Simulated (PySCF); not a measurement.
C2H4F2Si, SMILES C(=C)([SiH2]F)F.

Geometry optimised at PBE-D3(BJ)/def2-SVP. This is a generated structure with no PubChem entry under its InChIKey; it may be hypothetical. One conformer was computed; it need not be the lowest.

Computed with PySCF with PBE-D3(BJ)/def2-SVP.

Frequencies are harmonic and unscaled.

Computed harmonic wavenumbers and intensities:
```csv
mode,ν (cm⁻¹),IR (km/mol),moving atoms (share of kinetic energy)
1,76,3.3,"F 51 %, Si 20 %, H 18 %, C 12 %"
2,137,4.4,"F 48 %, C 33 %, H 13 %"
3,303,0.9,"F 69 %, C 16 %, Si 12 %"
4,315,0.2,"C 49 %, H 46 %"
5,381,19.2,"Si 32 %, H 27 %, F 23 %, C 18 %"
6,635,7.0,"C 43 %, H 24 %, Si 22 %, F 12 %"
7,654,80.9,"H 59 %, C 21 %, Si 17 %"
8,685,3.6,H 88 %
9,744,0.4,H 90 %
10,827,29.5,"H 44 %, F 42 %, Si 13 %"
11,856,44.4,"H 72 %, C 28 %"
12,893,233.6,"H 61 %, Si 24 %, F 14 %"
13,909,22.4,"H 45 %, F 28 %, C 27 %"
14,940,137.3,"H 77 %, Si 16 %"
15,1197,69.6,"C 70 %, F 15 %, H 13 %"
16,1317,7.0,"H 86 %, C 13 %"
17,1650,37.0,C 92 %
18,2191,86.8,H 98 %
19,2198,121.2,H 96 %
20,3089,1.4,H 94 %
21,3200,0.2,"H 89 %, C 11 %"
```
